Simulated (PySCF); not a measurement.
## ECD: `C=C[C@H]([SiH3])[Si@H]([SiH3])P`, C$_{3}$H$_{13}$PSi$_{3}$

Molfile (atoms numbered from 1):
```
C3H13PSi3
     RDKit          3D

 20 19  0  0  0  0  0  0  0  0999 V2000
    2.1720    1.5268    0.0875 C   0  0  0  0  0  0  0  0  0  0  0  0
    1.3156    0.6462   -0.4034 C   0  0  0  0  0  0  0  0  0  0  0  0
    0.8505   -0.5716    0.3079 C   0  0  2  0  0  0  0  0  0  0  0  0
    1.1703   -2.1276   -0.7429 Si  0  0  0  0  0  4  0  0  0  0  0  0
   -0.9943   -0.3274    0.8080 Si  0  0  2  0  0  4  0  0  0  0  0  0
   -2.3685    0.1391   -1.0146 Si  0  0  0  0  0  4  0  0  0  0  0  0
   -0.8944    1.2729    2.3906 P   0  0  0  0  0  0  0  0  0  0  0  0
    2.6122    1.3987    1.0636 H   0  0  0  0  0  0  0  0  0  0  0  0
    2.4726    2.4038   -0.4606 H   0  0  0  0  0  0  0  0  0  0  0  0
    0.8891    0.8020   -1.3884 H   0  0  0  0  0  0  0  0  0  0  0  0
    1.4200   -0.6641    1.2394 H   0  0  0  0  0  0  0  0  0  0  0  0
    0.4568   -1.9961   -2.0155 H   0  0  0  0  0  0  0  0  0  0  0  0
    2.6072   -2.2554   -0.9908 H   0  0  0  0  0  0  0  0  0  0  0  0
    0.6792   -3.3011   -0.0218 H   0  0  0  0  0  0  0  0  0  0  0  0
   -1.3991   -1.5341    1.5607 H   0  0  0  0  0  0  0  0  0  0  0  0
   -1.9878    1.3792   -1.7011 H   0  0  0  0  0  0  0  0  0  0  0  0
   -3.7661    0.3163   -0.6080 H   0  0  0  0  0  0  0  0  0  0  0  0
   -2.3399   -0.9301   -2.0150 H   0  0  0  0  0  0  0  0  0  0  0  0
   -2.2536    1.5283    2.3965 H   0  0  0  0  0  0  0  0  0  0  0  0
   -0.6470    2.3047    1.5047 H   0  0  0  0  0  0  0  0  0  0  0  0
  1  2  2  0
  2  3  1  0
  3  4  1  0
  3  5  1  0
  5  6  1  0
  5  7  1  0
  1  8  1  0
  1  9  1  0
  2 10  1  0
  3 11  1  1
  4 12  1  0
  4 13  1  0
  4 14  1  0
  5 15  1  1
  6 16  1  0
  6 17  1  0
  6 18  1  0
  7 19  1  0
  7 20  1  0
M  END
```

Method used: PySCF 2.14.0, TDDFT CAM-B3LYP/def2-SVPD circular dichroism and optical rotation, one conformer, gas phase. Geometry: GFN2-xTB.

The molecule is flexible and this is one conformer; a measurement averages over conformers.

Question: Assign R or S to each stereocentre.

Answer: C3 R, Si5 R.

Question: List the lowest 16 singlet excitations with oscillator and rotatory strengths.

Answer: Rotatory strengths R in 10⁻⁴⁰ esu² cm², velocity form and length form (origin at the centre of mass); f in length form.
```tsv
state	E (eV)	λ (nm)	f	R (velocity)	R (length)	main
1	6.29	197	0.112	-139.2	-137.6	HOMO−1→LUMO 0.64, HOMO→LUMO 0.13
2	6.37	195	0.202	0.0	+1.1	HOMO→LUMO+1 0.49, HOMO→LUMO 0.15
3	6.43	193	0.010	+11.1	+10.2	HOMO→LUMO 0.44, HOMO→LUMO+1 0.33
4	6.48	191	0.003	-6.8	-6.9	HOMO−1→LUMO+1 0.55, HOMO−1→LUMO+2 0.22
5	6.62	187	0.109	-6.5	-5.2	HOMO→LUMO+2 0.19, HOMO→LUMO 0.15
6	6.74	184	0.186	+126.4	+125.5	HOMO→LUMO+2 0.34, HOMO−1→LUMO+4 0.13
7	6.80	182	0.023	+51.3	+52.1	HOMO−1→LUMO+4 0.55, HOMO−1→LUMO+3 0.13
8	6.99	177	0.026	-9.0	-7.2	HOMO−1→LUMO+2 0.43, HOMO−1→LUMO+1 0.14
9	7.12	174	0.025	+29.9	+28.1	HOMO→LUMO+3 0.31, HOMO→LUMO+2 0.23
10	7.23	172	0.106	-34.4	-33.1	HOMO→LUMO+4 0.76
11	7.32	169	0.047	-24.1	-23.4	HOMO→LUMO+6 0.54, HOMO→LUMO+5 0.16
12	7.35	169	0.137	+32.6	+32.6	HOMO−1→LUMO+3 0.47, HOMO−1→LUMO+6 0.14
13	7.53	165	0.098	+8.0	+6.3	HOMO→LUMO+5 0.40, HOMO→LUMO+8 0.13
14	7.63	163	0.030	+25.8	+26.7	HOMO−2→LUMO 0.43
15	7.71	161	0.050	-43.7	-43.3	HOMO→LUMO+8 0.21, HOMO−2→LUMO 0.15
16	7.74	160	0.017	+31.6	+30.6	HOMO→LUMO+7 0.17, HOMO−3→LUMO 0.17
```

For state 2 the two forms differ in sign, so the sign of R isn't settled.

Among the states computed, the strongest CD band (largest |R|) is state 1. The largest dissymmetry factor in size, g = 4R/(D+G), with D and G the electric and magnetic dipole strengths, is +0.022 for state 7 (velocity form, f = 0.025), among bands with |R| over 0.5. The mirror image has the same energies and oscillator strengths and all R with the opposite sign.
